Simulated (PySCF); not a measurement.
Species: C6H8O3.
InChI=1S/C6H8O3/c1-3-9-5-4-6(7)8-2/h3-5H,1H2,2H3/b5-4-

Level of theory: TDDFT PBE0/def2-SVPD, vertical, gas phase, core orbitals frozen in the response in PySCF 2.14.0, density-fitted response routines. Geometry: PBE0-D3(BJ)/def2-SVP, one conformer, isolated molecule. Torsions of this conformer, `[CH2:1]=[CH:2][O:3]/[CH:4]=[CH:5]\[C:6](=[O:7])[O:8][CH3:9]`: C1–C2–O3–C4 180°, C2–O3–C4–C5 179°, C4–C5–C6–O7 1°, C5–C6–O8–C9 180°.

```csv
state,E (eV),λ (nm),f,"main configurations (H = HOMO, L = LUMO)"
S1,4.89,253.5,0.0001,H-1→L (96%)
S2,5.06,245.2,0.455,H→L (97%)
S3,6.27,197.9,0.198,"H→L+1 (76%), H-2→L (19%)"
S4,6.38,194.4,0.028,H→L+2 (94%)
S5,6.60,187.7,0.050,"H-3→L (88%), H-2→L (10%)"
S6,6.84,181.2,0.168,"H-2→L (64%), H→L+1 (18%)"
S7,6.98,177.6,0.0003,"H→L+3 (74%), H→L+4 (12%)"
S8,7.05,175.8,0.015,"H→L+4 (84%), H→L+3 (10%)"
S9,7.15,173.3,0.0001,H-1→L+1 (97%)
S10,7.49,165.5,0.0009,"H-4→L (85%), H-5→L (10%)"
```

Triplets, Tamm–Dancoff:

```json
{"state": "T1", "E (eV)": "3.48", "λ (nm)": "356.8", "main configurations (H = HOMO, L = LUMO)": "H→L (85%), H-2→L (10%)"}
{"state": "T2", "E (eV)": "4.21", "λ (nm)": "294.8", "main configurations (H = HOMO, L = LUMO)": "H→L+1 (67%), H-2→L+1 (14%), H-2→L (14%)"}
{"state": "T3", "E (eV)": "4.50", "λ (nm)": "275.5", "main configurations (H = HOMO, L = LUMO)": "H-1→L (94%)"}
{"state": "T4", "E (eV)": "5.34", "λ (nm)": "232.2", "main configurations (H = HOMO, L = LUMO)": "H-3→L (55%), H-2→L (29%)"}
```

The lowest singlet comes at 253 nm (472 kJ/mol) in the ultraviolet; it is dark (f under 0.0005); its leading configuration is HOMO-1→LUMO (96%). The most intense listed level is S2 at 5.06 eV (245 nm, f = 0.455), 0.16 eV above S1. Löwdin shares by element: HOMO carbon 55% or more, oxygen 20% or more (atoms not listed hold the other 25%); LUMO carbon 59% or more, oxygen 13% or more (atoms not listed hold the other 28%). Orbital energies (eV): HOMO-3 -8.63, HOMO-2 -8.51, HOMO-1 -7.84, HOMO -6.85, LUMO -1.15, LUMO+1 0.19, LUMO+2 0.68. The oscillator strengths of these states sum to 0.914; summed over the whole spectrum of an exact calculation they would give the number of electrons, 68 (Thomas–Reiche–Kuhn). Weighted by f, the mean energy of these states is 5.81 eV. No computed singlet lies in the visible range (380 to 750 nm); the lowest, at 253 nm, stands 1.63 eV above its violet end (3.26 eV). All these states lie below the vertical ionisation energy of 8.62 eV (ΔSCF). Only the lowest 10 singlets were computed, as vertical energies without vibronic structure.

The run took 3.9 min of wall time on an x86-64 server with one thread (shared host).
